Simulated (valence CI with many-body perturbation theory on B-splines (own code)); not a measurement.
**E1 transitions of Ca⁷⁺**

Calculated by relativistic CI+MBPT: three valence electrons over a frozen Dirac-Fock core [Ne], radial functions for each j: 11 s, 11 p, 10 d, 8 f, 5 g, 2 h, with the one-electron correlation potential Σ1 (screened to all orders), the two-electron term Σ2, the three-electron term Σ3, Breit, model QED; selected single and double excitations, second order for the rest, scaled by the run's own slope (own B-spline code, finite nucleus).

No measured levels were compared; by estimate levels hold to about 100 cm⁻¹ or 0.05 % of their energy and the worst to 300 or 400 cm⁻¹, as in measured light ions of charge 2 to 7.

Lines 201 to 250 of 521 in falling wavelength, among levels below 885470 cm⁻¹, chosen from the strongest by gf and those to the six lowest levels. Wavelengths and rates use the calculated energies, so an error of 200 cm⁻¹ moves a line at 450.2 Å by 0.09 % and its rate by three times that or more. Electric multipoles are in the length gauge, E1 and E2 with the static RPA response of the core. Weak lines are less certain than strong ones. Lines between different terms over intervals too small for the method are left out, as are lines whose strength nearly cancels. Where a level lies close to another of its J and parity, the split of strength between their lines is uncertain. The highest levels of a list are the least certain.

Names give the largest LS component (configuration and term), which can be under half, so a name can repeat, a term be missing and a line seem to break the LS rules; names also repeat where a configuration has a term twice. Letters in brackets count levels of one name in rising energy.

```
λ vac (Å)                 Upper                 Lower   A (s⁻¹)  S (a.u.) with core polarisation  S without
    450.2         3s.3d2 2G_7/2  3s.3p.3d 2F°_5/2 [b]  1.46e+10                         5.26e+00   5.47e+00
    449.0    3p.3d2 4D°_7/2 [a]         3p2.3d 4P_5/2  9.63e+08                         3.44e-01   3.58e-01
    448.3         3s.3d2 2G_9/2  3s.3p.3d 2F°_7/2 [b]  1.53e+10                         6.82e+00   7.09e+00
    447.3     3p2.3d 2D_5/2 [b]  3s.3p.3d 2D°_5/2 [a]  2.62e+09                         6.95e-01   7.23e-01
    446.6  3s.3p.3d 2D°_3/2 [b]         3s2.3d 2D_3/2  9.55e+09                         1.68e+00   1.75e+00
    445.8  3s.3p.3d 2D°_5/2 [b]         3s2.3d 2D_5/2  9.01e+09                         2.37e+00   2.47e+00
    442.3         3s.3d2 2D_3/2  3s.3p.3d 2F°_5/2 [b]  4.03e+09                         6.89e-01   7.12e-01
    440.7         3s.3d2 2D_5/2  3s.3p.3d 2F°_7/2 [b]  3.59e+09                         9.10e-01   9.40e-01
    440.6         3s.3p2 2P_1/2        3s2.3p 2P°_3/2  8.02e+09                         6.77e-01   7.07e-01
    439.2         3s.3d2 2D_3/2  3s.3p.3d 2P°_1/2 [a]  2.58e+09                         4.31e-01   4.47e-01
    439.2        3p.3d2 2F°_5/2         3p2.3d 2G_7/2  1.96e+09                         4.92e-01   5.11e-01
    436.6         3s.3d2 2D_5/2  3s.3p.3d 2P°_3/2 [a]  3.14e+09                         7.74e-01   8.03e-01
    436.2        3p.3d2 2F°_7/2         3p2.3d 2G_9/2  2.16e+09                         7.07e-01   7.35e-01
    435.7         3s.3p2 2P_3/2        3s2.3p 2P°_3/2  1.62e+10                         2.64e+00   2.75e+00
    433.4     3p2.3d 2F_7/2 [a]           3p3 2D°_5/2  1.53e+09                         4.93e-01   5.12e-01
    433.4        3p.3d2 2P°_3/2         3p2.3d 2S_1/2  2.52e+09                         4.05e-01   4.21e-01
    433.1     3p2.3d 2F_5/2 [b]  3s.3p.3d 2D°_3/2 [a]  5.46e+09                         1.31e+00   1.36e+00
    432.4         3s.3p2 2P_1/2        3s2.3p 2P°_1/2  1.11e+10                         8.83e-01   9.21e-01
    431.3     3p2.3d 2F_7/2 [b]  3s.3p.3d 2D°_5/2 [a]  5.91e+09                         1.87e+00   1.94e+00
    430.8        3p.3d2 2P°_1/2         3p2.3d 2S_1/2  4.79e+09                         3.78e-01   3.93e-01
    427.6         3s.3p2 2P_3/2        3s2.3p 2P°_1/2  3.44e+09                         5.31e-01   5.54e-01
    427.1        3p.3d2 2P°_3/2     3p2.3d 2P_3/2 [b]  4.40e+09                         6.77e-01   7.03e-01
    426.3        3p.3d2 4G°_5/2         3p2.3d 4F_3/2  3.70e+09                         8.49e-01   8.81e-01
    426.1        3p.3d2 4G°_7/2         3p2.3d 4F_5/2  3.73e+09                         1.14e+00   1.18e+00
    426.1        3p.3d2 4G°_9/2         3p2.3d 4F_7/2  3.91e+09                         1.49e+00   1.55e+00
    426.0       3p.3d2 4G°_11/2         3p2.3d 4F_9/2  4.18e+09                         1.91e+00   1.99e+00
    424.6        3p.3d2 2P°_1/2     3p2.3d 2P_3/2 [b]  4.28e+09                         3.23e-01   3.35e-01
    422.3     3p2.3d 2D_5/2 [a]           3p3 2P°_3/2  2.43e+09                         5.42e-01   5.63e-01
    420.9     3p2.3d 2D_3/2 [a]           3p3 2P°_1/2  2.40e+09                         3.54e-01   3.68e-01
    420.8         3s.3d2 2F_5/2  3s.3p.3d 2D°_5/2 [b]  1.49e+09                         3.28e-01   3.41e-01
    420.6         3s.3d2 2F_7/2  3s.3p.3d 2D°_5/2 [b]  2.12e+10                         6.23e+00   6.47e+00
    419.7         3s.3d2 2F_5/2  3s.3p.3d 2D°_3/2 [b]  1.94e+10                         4.25e+00   4.41e+00
    419.7      3s.3p.3d 4P°_3/2         3s.3p2 2D_3/2  4.03e+07                         5.88e-03   6.12e-03
    406.9      3s.3p.3d 4F°_7/2         3s.3p2 4P_5/2  2.06e+07                         5.48e-03   5.67e-03
    406.5     3p2.3d 2P_3/2 [a]           3p3 2D°_5/2  8.13e+09                         1.08e+00   1.12e+00
    406.3           3p3 2P°_3/2         3s.3p2 4P_3/2  2.93e+07                         3.89e-03   4.06e-03
    403.5    3p.3d2 4D°_3/2 [b]         3p2.3d 4P_1/2  7.60e+09                         9.86e-01   1.02e+00
    403.3    3p.3d2 4D°_1/2 [b]         3p2.3d 4P_1/2  1.46e+10                         9.43e-01   9.78e-01
    403.0    3p.3d2 4D°_5/2 [b]         3p2.3d 4P_3/2  1.25e+10                         2.42e+00   2.51e+00
    402.8        3p.3d2 2G°_9/2         3p2.3d 2G_9/2  7.01e+09                         2.26e+00   2.35e+00
    402.8    3p.3d2 4D°_3/2 [b]         3p2.3d 4P_3/2  8.78e+09                         1.13e+00   1.18e+00
    402.5     3p2.3d 2P_1/2 [a]           3p3 2D°_3/2  5.73e+09                         3.69e-01   3.84e-01
    402.2    3p.3d2 4D°_7/2 [b]         3p2.3d 4P_5/2  1.65e+10                         4.25e+00   4.40e+00
    401.8    3p.3d2 4D°_5/2 [b]         3p2.3d 4P_5/2  4.38e+09                         8.41e-01   8.73e-01
    401.6        3p.3d2 2G°_7/2         3p2.3d 2G_7/2  8.56e+09                         2.19e+00   2.27e+00
    399.3  3s.3p.3d 2P°_3/2 [a]         3s.3p2 2P_3/2  6.15e+09                         7.73e-01   8.03e-01
    398.6        3p.3d2 4F°_9/2         3p2.3d 2G_9/2  1.69e+09                         5.28e-01   5.48e-01
    397.1  3s.3p.3d 2D°_5/2 [a]         3s.3p2 2D_5/2  1.66e+10                         3.07e+00   3.20e+00
    396.7  3s.3p.3d 2D°_5/2 [a]         3s.3p2 2D_3/2  1.44e+09                         2.66e-01   2.77e-01
    396.7  3s.3p.3d 2D°_3/2 [a]         3s.3p2 2D_3/2  1.63e+10                         2.01e+00   2.09e+00
```
